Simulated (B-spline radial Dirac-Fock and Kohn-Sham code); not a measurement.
## Relativistic shifts of the levels of Nd⁴⁵⁺

System: Nd⁴⁵⁺, configuration [Ne] 3s2 3p3.

Both columns are ΔSCF binding energies of the configuration average from a radial B-spline solver: non-relativistic Hartree-Fock with a point nucleus, and Dirac-Fock with a finite nucleus and the Coulomb interaction alone, averaged over the two j levels with weights 2j+1.

| shell | Hartree-Fock (eV) | Dirac-Fock (eV) | shift (eV) | shift (%) |
| --- | --- | --- | --- | --- |
| 1s | 44450.7 | 46752.3 | +2301.52 | +5.18 |
| 2s | 9385.3 | 10008.9 | +623.55 | +6.64 |
| 3s | 3743.0 | 3929.4 | +186.39 | +4.98 |
| 3p | 3629.2 | 3710.3 | +81.05 | +2.23 |

Relativity binds 1s, 2s, 3s, 3p more strongly, among those listed most of all 2s in relative terms.

Values without a named source are computed, but for edge energies of neutral atoms, which are taken from tables.
